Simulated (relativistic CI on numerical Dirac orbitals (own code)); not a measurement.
# One change at a time: Ta L

Base calculation: Dirac-Coulomb-Breit CI, KLI orbitals optimised for each configuration, a model potential for QED, unscaled Slater integrals.

CI space (outside the closed core [Ne]): 3s2 3p6 3d6, 3s2 3p5 3d7, 3s2 3p4 3d8, 3s 3p6 3d7, 3p6 3d8, 3s 3p5 3d8, 3s2 3p6 3d5 4s, 3s2 3p6 3d5 4p, 3s2 3p4 3d7 4s, 3s2 3p6 3d5 4d, 3s2 3p5 3d6 4s, 3s2 3p6 3d5 4f, 3s2 3p6 3d4 4s2, 3s 3p6 3d6 4s, 3p6 3d7 4s, 3p6 3d7 4p. Levels of other configurations are missing.

Variants: (1) Breit term removed; (2) one mean potential for all configurations. Shifts of the energy above 3s2 3p6 3d6 3F_4, in eV, for the lowest level and the first level of each name with at least 55 % of one term (blank where a level changes its place among those of its configuration and J or its character, or is not in the variant):

| Level | Base | Δ(1) | Δ(2) |
| --- | --- | --- | --- |
| 3s2 3p6 3d6 3F_4 | 0.000 | 0.000 | 0.000 |
| 3s2 3p6 3d6 5D_3 | 58.527 | +1.037 | +0.021 |
| 3s2 3p6 3d6 3G_5 | 68.296 | +2.404 | +0.019 |
| 3s2 3p6 3d6 3H_6 | 68.344 | +3.204 | +0.020 |
| 3s2 3p6 3d6 3P_1 | 90.643 | +0.298 | +0.015 |
| 3s2 3p6 3d6 3F_3 | 92.666 | +1.040 | +0.015 |
| 3s2 3p6 3d6 5D_2 | 122.650 | +2.067 | +0.041 |
| 3s2 3p6 3d6 5D_0 | 125.605 | +1.662 | +0.041 |
| 3s2 3p6 3d6 3H_5 | 133.312 | +3.921 | +0.040 |
| 3s2 3p6 3d6 1I_6 | 136.789 | +4.861 | +0.040 |
| 3s2 3p6 3d6 1D_2 | 179.680 | +2.073 | +0.030 |
| 3s2 3p6 3d6 1S_0 | 196.770 | +1.407 | +0.029 |
| 3s2 3p5 3d7 5G°_6 | 375.452 | +3.840 | -0.073 |
| 3s2 3p5 3d7 3P°_0 | 386.343 | +2.101 | -0.073 |

At this charge energies of transitions that change n are usually good to better than 1 %, and those within a shell (Δn = 0) to a few per cent.

Ionisation energy from the two ground configurations alone: base 4409.37 eV; Breit term removed 4411.14 eV. The NIST ASD value (theoretical) is 4410 eV.

LS names give the leading component of a level, which can be under half, so a name can repeat, a term be missing and a line seem to break the LS rules.
